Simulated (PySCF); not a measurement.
**Relaxation of sextet [FeH4]-**

All numbers come from UPBE0/[Fe def2-TZVPD, H def2-TZVPD], no relativity, density fitting, PySCF. A (50,194) grid was used.

A hand-made see-saw start, of C2v symmetry, held to at least that symmetry:

Coordinates in bohr (charge -1 multiplicity 6):
```
Fe    0.0000    0.0000   -0.0661
H     0.0000    2.7862    0.1777
H     0.0000   -2.7862    0.1777
H     2.2040    0.0000    1.6558
H    -2.2040    0.0000    1.6558
```

What forces act on the atoms at the start (eV/Å)?


```tsv
atom	Fx	Fy	Fz
Fe1	0.00	0.00	-3.11
H2	0.00	2.38	0.01
H3	0.00	-2.38	0.01
H4	1.74	0.00	1.55
H5	-1.74	0.00	1.55
```

What does it relax to?

It ends at Td with Fe–H 1.673 Å (×4); H–Fe–H 109.5° (×6) (after a last refinement on a finer grid). A frequency run shows a minimum. Other isomers or separated fragments may lie lower.

How much energy is released, and in how many steps?

172.7 kJ/mol in 16 steps.

Open d and f shells are described by one determinant, and the ground state may have another occupation or spin. At this level a quartet minimum of D4h symmetry lies 32 kJ/mol below this structure.
